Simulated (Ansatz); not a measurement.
A nudged elastic band was laid between two geometries of BrH + ClF3H2NTa (10 atoms, charge 0, multiplicity 1).

These are results of RHF/def2-SVP (Ansatz 0.2.0), not measurements.

```
movable images  : 7
climbing image  : yes
spring          : 5.0 eV/Å²
optimiser       : quadratic models (default)
start path      : straight line
force threshold : 0.05 eV/Å
iteration limit : 60
end points      : relaxed
```

First end point:

```xyz
10
Properties=species:S:1:pos:R:3
Ta -0.025 -0.420 0.004
N 1.918 -0.318 -0.136
H 2.496 -0.115 0.662
H 2.458 -0.545 -0.952
F 0.202 0.066 1.806
Cl -0.149 -1.028 -2.270
F -1.022 1.127 -0.284
F -0.779 -2.037 0.543
Br 2.030 3.885 -1.386
H 2.713 2.698 -1.061
```

Last end point:

```xyz
10
Properties=species:S:1:pos:R:3
Ta 0.088 0.708 -0.356
N 2.197 -0.278 -0.149
H 2.581 -0.074 0.763
H 2.115 -1.282 -0.224
F 0.397 0.989 1.477
Cl 0.247 0.019 -2.609
F -1.622 1.408 -0.407
F -0.401 -1.048 0.102
Br 1.375 2.841 -0.833
H 2.866 0.029 -0.838
```

**Question.** What changes between the two ends?

**Answer.** Bonds broken: Br9–H10. Bonds formed: Ta1–Br9, N2–H10. BrH + ClF3H2NTa becomes BrClF3H3NTa.

**Question.** Give the energies along the band, and the barrier.

**Answer.** It converged. The highest image is number 4 of 0 to 8, 67.0 kJ/mol above the first end and 215.7 kJ/mol above the last; the last end lies 148.7 kJ/mol below the first. Neighbouring images differ by up to 1.5 eV, so the band resolves the path poorly. Another band between the same ends (7 images) ends at a top of the same energy, where a vibrational analysis finds 1 clearly imaginary mode. The orbitals stay closed-shell, which can raise the energy where a bond breaks towards radicals; this wasn't checked here.

```
image  path coordinate (Å)  energy (kJ/mol)  Br9–H10 (Å)  Ta1–Br9 (Å)  N2–H10 (Å)
    0                 0.00              0.0         1.41         4.97        3.25
    1                 0.65              0.8         1.41         4.59        2.71
    2                 1.30              9.1         1.41         4.04        2.50
    3                 1.94             27.7         1.42         3.54        2.19
    4                 2.59             67.0         1.56         3.09        1.54
    5                 3.23            -81.6         2.14         2.76        1.04
    6                 3.88           -138.7         2.67         2.57        1.01
    7                 4.52           -148.0         3.05         2.54        1.01
    8                 5.16           -148.7         3.18         2.54        1.01
```

**Question.** What is the geometry of the highest image?

**Answer.** 
```xyz
10
Properties=species:S:1:pos:R:3
Ta 0.071 0.174 -0.203
N 2.121 -0.172 -0.166
H 2.579 -0.239 0.730
H 2.579 -0.761 -0.841
F 0.408 0.798 1.531
Cl 0.151 -0.492 -2.449
F -1.318 1.389 -0.461
F -0.775 -1.346 0.390
Br 1.713 2.672 -0.995
H 2.315 1.288 -0.611
```

The band took 12 iterations and roughly 12 core-minutes.

Run time: 3.1 min on 4 threads of Arm Neoverse V2, with other jobs on the host, peak memory 0.53 GiB.
